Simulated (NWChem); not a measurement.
# CH₄MgO₂; SMILES [O]([Mg][OH])C

```xyz
8

Mg     0.4960     0.7633     0.0008
O      0.5114     2.5221    -0.0011
H      0.5192     3.4719    -0.0021
O      0.4789    -1.0054     0.0026
C      0.4688    -2.3761     0.0041
H      0.9831    -2.7993     0.8910
H     -0.5608    -2.7887     0.0095
H      0.9746    -2.8011    -0.8869
```
Atoms are numbered in this order, from 1.

STO-3G and 3-21G are far too small for this property and stand as cheap habits. The geometry was optimised at PBE0/def2-SVP.

Task: Give the principal values of the shielding tensors (ppm) of Mg1, O2, O4, C5 from Hartree-Fock/STO-3G, GIAO (NWChem), with their diamagnetic and paramagnetic parts as GIAO splits them.

Result: 
| atom | σ11 | σ22 | σ33 | isotropic | diamagnetic | paramagnetic |
|---|---|---|---|---|---|---|
| Mg1 | 507.3 | 507.3 | 696.0 | 570.2 | 694.2 | -124.0 |
| O2 | 417.9 | 469.1 | 469.1 | 452.0 | 390.1 | 61.9 |
| O4 | 378.2 | 531.9 | 531.9 | 480.6 | 389.2 | 91.5 |
| C5 | 181.0 | 181.0 | 237.7 | 199.9 | 248.4 | -48.5 |
